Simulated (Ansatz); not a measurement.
Steps of a relaxation of `[OH][AlH][BH][SeH]` with RKS PBE0-D4/def2-TZVP.

```sh
$ ansatz run in.yaml --threads 2 --pin off --events-out ev --progress --plain --max-ram 4352MiB
```

```yaml
crystal:
  periodic: [false, false, false]
  atoms:
    - {symbol: O, position_ang: [-1.570946, 0.535271, -0.043252]}
    - {symbol: Al, position_ang: [0.064423, 1.031668, 0.258920]}
    - {symbol: B, position_ang: [1.373958, -0.606396, -0.011337]}
    - {symbol: Se, position_ang: [0.542249, -2.254381, -0.511390]}
    - {symbol: H, position_ang: [-2.339281, 1.123853, 0.020982]}
    - {symbol: H, position_ang: [0.305469, 2.565122, 0.669884]}
    - {symbol: H, position_ang: [2.582388, -0.698660, 0.095373]}
    - {symbol: H, position_ang: [-0.866060, -1.753578, -0.534979]}
basis:
  gaussian: {orbitals: def2-TZVP}
hamiltonian: {xc: pbe0, dispersion: d4}
relax: {f_tol: 0.005, max_steps: 150}
```

Positions (Å) and forces (eV/Å) along the path, 8 of 8 steps:

```xyz
8
step=1 energy=-74723.7976 eV
O    -1.571    0.535   -0.043    0.006    0.572    0.145
Al    0.064    1.032    0.259   -0.608   -0.013   -0.072
B     1.374   -0.606   -0.011    0.344   -0.221   -0.013
Se    0.542   -2.254   -0.511   -0.261    0.362    0.064
H    -2.339    1.124    0.021    0.630   -0.394   -0.030
H     0.305    2.565    0.670   -0.011   -0.204   -0.052
H     2.582   -0.699    0.095   -0.491    0.044   -0.044
H    -0.866   -1.754   -0.535    0.391   -0.147    0.002
8
step=2 energy=-74723.8230 eV
O    -1.578    0.549   -0.040    0.220    0.177    0.067
Al    0.052    1.024    0.255   -0.375   -0.068   -0.054
B     1.367   -0.607   -0.011    0.109   -0.087   -0.016
Se    0.552   -2.254   -0.509   -0.029    0.111    0.025
H    -2.326    1.145    0.028    0.158   -0.082   -0.003
H     0.307    2.541    0.664    0.010   -0.020   -0.005
H     2.560   -0.689    0.095   -0.141    0.025   -0.006
H    -0.842   -1.766   -0.537    0.048   -0.056   -0.008
8
step=3 energy=-74723.8277 eV
O    -1.569    0.556   -0.039    0.029   -0.005    0.006
Al    0.047    1.026    0.256   -0.023   -0.031   -0.020
B     1.359   -0.605   -0.013   -0.058    0.003    0.006
Se    0.556   -2.253   -0.509    0.061   -0.017    0.002
H    -2.311    1.153    0.033   -0.039    0.031    0.003
H     0.309    2.539    0.663    0.010    0.016    0.008
H     2.546   -0.675    0.098    0.027   -0.020   -0.008
H    -0.845   -1.798   -0.545   -0.008    0.021    0.002
8
step=4 energy=-74723.8285 eV
O    -1.581    0.569   -0.034   -0.013   -0.025   -0.011
Al    0.039    1.022    0.252    0.029    0.002    0.013
B     1.355   -0.608   -0.012   -0.015    0.008   -0.010
Se    0.571   -2.264   -0.510   -0.006    0.007    0.001
H    -2.316    1.175    0.037   -0.020    0.015    0.002
H     0.312    2.534    0.662    0.012    0.006    0.000
H     2.542   -0.675    0.097    0.030    0.008    0.010
H    -0.830   -1.811   -0.548   -0.016   -0.022   -0.005
8
step=5 energy=-74723.8288 eV
O    -1.584    0.573   -0.035   -0.006   -0.010   -0.002
Al    0.037    1.022    0.253    0.010    0.007    0.002
B     1.354   -0.607   -0.013   -0.015    0.000   -0.001
Se    0.575   -2.266   -0.510    0.001    0.002    0.001
H    -2.318    1.181    0.039   -0.001    0.003    0.000
H     0.317    2.534    0.662    0.006   -0.001    0.001
H     2.542   -0.671    0.099    0.008    0.005    0.002
H    -0.830   -1.823   -0.550   -0.003   -0.008   -0.002
8
step=6 energy=-74723.8287 eV rejected
O    -1.585    0.576   -0.034   -0.008    0.018    0.004
Al    0.036    1.027    0.254    0.014   -0.042   -0.009
B     1.347   -0.607   -0.014    0.011    0.012    0.004
Se    0.579   -2.271   -0.511   -0.005    0.016    0.003
H    -2.319    1.184    0.039   -0.006   -0.001   -0.001
H     0.326    2.536    0.663   -0.005    0.007    0.001
H     2.536   -0.665    0.099    0.001   -0.003   -0.001
H    -0.829   -1.837   -0.554   -0.002   -0.008   -0.002
8
step=7 energy=-74723.8288 eV
O    -1.585    0.575   -0.034   -0.001    0.001   -0.001
Al    0.037    1.024    0.253    0.001   -0.002    0.002
B     1.352   -0.607   -0.013   -0.005    0.001   -0.002
Se    0.577   -2.267   -0.510    0.003    0.000    0.000
H    -2.319    1.183    0.039    0.000    0.001    0.000
H     0.321    2.534    0.663    0.002    0.001    0.000
H     2.540   -0.668    0.099   -0.001    0.001    0.001
H    -0.830   -1.830   -0.552    0.000   -0.003    0.000
8
step=8 energy=-74723.8289 eV
O    -1.588    0.579   -0.033   -0.002    0.002    0.002
Al    0.035    1.024    0.254    0.002   -0.001   -0.004
B     1.349   -0.607   -0.013    0.002    0.000    0.003
Se    0.581   -2.270   -0.511   -0.002    0.001    0.000
H    -2.320    1.189    0.041    0.001   -0.001   -0.001
H     0.325    2.534    0.662   -0.001    0.000    0.001
H     2.538   -0.665    0.100   -0.002    0.000   -0.001
H    -0.828   -1.841   -0.555    0.001   -0.001   -0.001
```

Hardware: 2 threads of an AMD EPYC 9B14 on a shared host. Wall time 29 s, peak host memory 0.45 GiB.
